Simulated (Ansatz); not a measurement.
Coupled-cluster run, Cl2H2NOV, SMILES `[NH2][V](=[O])([Cl])[Cl]`.

```yaml
crystal:
  periodic: [false, false, false]
  atoms:
    - {symbol: N, position_ang: [-0.364237, 0.662566, 0.823176]}
    - {symbol: V, position_ang: [0.300893, -0.449801, -0.417498]}
    - {symbol: O, position_ang: [1.382858, -1.254267, 0.331968]}
    - {symbol: Cl, position_ang: [-1.258639, -1.747906, -1.146988]}
    - {symbol: Cl, position_ang: [1.166852, 0.689034, -2.030762]}
    - {symbol: H, position_ang: [-1.103394, 1.320462, 0.609302]}
    - {symbol: H, position_ang: [-0.063131, 0.711911, 1.785204]}
basis:
  gaussian: {orbitals: def2-SVP}
correlation: {method: ccsd_t}
```

```sh
$ ansatz run in.yaml --threads 4 --pin off --events-out ev --progress --plain
```

Log, shortened:

```
Functional definition: HF
1043 factors; integrals over basis functions are off by at most 1.3e-3 eV
mean field evaluation 1: about -54184.9451 eV, gradient 8.2e1 eV
mean field evaluation 2: about -54185.0837 eV, gradient 8.2e1 eV
mean field evaluation 4: about -54199.0696 eV, gradient 3.4e1 eV
mean field evaluation 8: about -54201.0517 eV, gradient 8.6e-1 eV
mean field evaluation 16: about -54201.0604 eV, gradient 4.7e-5 eV
mean field -54201.06038376 eV, -1991.8522303048 hartree, gradient 2.8e-6 eV, S^2 0.000000; 0 other end points of the search recorded, 0 dependent functions left out; unrestricted orbitals would lower it
17 core orbitals not correlated: weight in the atoms' cores, before any rotation towards them, 1.000 or more for the frozen orbitals, at most 0.000 for the correlated occupied ones
reference -54201.06038376 eV, -1991.8522303048 hartree; 20, 20 occupied and 68, 68 virtual orbitals, 1043 factors
second order -31.43280762 eV of doubles, -0.00000000 eV of singles
cycle   1  -25.14328886 eV  change     6.3e0 eV  update   5.0e-1
cycle   2  -28.80219741 eV  change    -3.7e0 eV  update   6.0e-1
cycle   3  -29.18202760 eV  change   -3.8e-1 eV  update   6.8e-2
cycle   4  -29.17179705 eV  change    1.0e-2 eV  update   4.1e-2
cycle   5  -29.16108425 eV  change    1.1e-2 eV  update   1.6e-2
cycle   6  -29.19402767 eV  change   -3.3e-2 eV  update   7.1e-3
cycle   7  -29.18774227 eV  change    6.3e-3 eV  update   4.3e-3
cycle   8  -29.17835746 eV  change    9.4e-3 eV  update   2.4e-3
cycle   9  -29.17903857 eV  change   -6.8e-4 eV  update   6.8e-4
cycle  10  -29.17991903 eV  change   -8.8e-4 eV  update   3.9e-4
cycle  11  -29.17992364 eV  change   -4.6e-6 eV  update   1.9e-4
cycle  12  -29.17983463 eV  change    8.9e-5 eV  update   1.2e-4
cycle  13  -29.17989039 eV  change   -5.6e-5 eV  update   5.4e-5
cycle  14  -29.17989741 eV  change   -7.0e-6 eV  update   1.9e-5
perturbative correction -2.08913033 eV, -0.0767741235 hartree
Total energy: -54232.32941150 eV, -1993.0013458795 hartree
```

Hardware: 4 threads of a server CPU on a shared host. Wall time 6 s, peak host memory 0.49 GiB.

The correlation energy is -31.269 eV, 6.7 % of it from (T); the T1 diagnostic reads 0.0287.
